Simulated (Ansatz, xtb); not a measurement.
**Ranking isomers of C5H6GeOS**

6 gas-phase structures of C5H6GeOS, from a drawn sample of its isomers (lower ones may exist). Each was relaxed with GFN2-xTB; where two conformers were screened, the lower at r2SCAN-D4/def2-SVP is listed:

A. `O=Cc1csc[c]1[GeH3]`, a singlet
B. `O=Cc1scc[c]1[GeH3]`, a singlet
C. `O=Cc1c[c]([GeH3])cs1`, a singlet
D. `O=Cc1cc[c]([GeH3])s1`, a singlet
E. `O=Cc1cs[c]([GeH3])c1`, a singlet
F. `O=Cc1ccs[c]1[GeH3]`, a singlet

Q: Which do you expect lowest at r2SCAN-D4/def2-SVP, and how would the others follow?

A: Calculated order at r2SCAN-D4/def2-SVP: F (0.0), D (2.3), B (2.6), A (4.2), E (7.2), C (7.5) kJ/mol. Less than 1 kcal/mol parts F and D; D and B; B and A; A and E; E and C, so the order within those pairs means little.

Energies above the lowest of each column, in kJ/mol; the last columns are at B3LYP/def2-SVP geometries:

| structure | GFN2-xTB | HF/STO-3G | r2SCAN-D4/def2-SVP | B3LYP/def2-SVP | CCSD(T)/def2-SVP + ΔMP2/def2-TZVPP |
| --- | --- | --- | --- | --- | --- |
| F | 0.0 | 0.4 | 0.0 | 0.0 | 0.0 |
| D | 35.0 | 3.9 | 2.3 | 4.8 | 7.2 |
| B | 1.8 | 9.9 | 2.6 | 3.8 | 5.8 |
| A | 7.3 | 4.9 | 4.2 | 2.7 | 2.7 |
| E | 37.4 | 0.0 | 7.2 | 7.2 | 8.1 |
| C | 38.8 | 5.2 | 7.5 | 8.9 | 10.6 |

Every level run on F puts it lowest or level with the lowest. CCSD(T)/def2-SVP + ΔMP2/def2-TZVPP orders those it was run on as F (0.0), A (2.7), B (5.8), D (7.2), E (8.1), C (10.6) kJ/mol. Less than 1 kcal/mol parts F and A; A and B; B and D; D and E; E and C, so the order within those pairs means little. Flexible structures stand in one conformer each, not always the lowest. ΔMP2 is the change of the MP2 energy from the smaller to the larger basis.

Over these structures GFN2-xTB departs from r2SCAN-D4/def2-SVP by 15.3 kJ/mol on average once a common shift is removed. A GFN2-xTB relaxation took about 0.078 s and the r2SCAN-D4/def2-SVP energy about 4.4 s on a shared host (Ansatz 0.2.0, xtb 6.7.1).
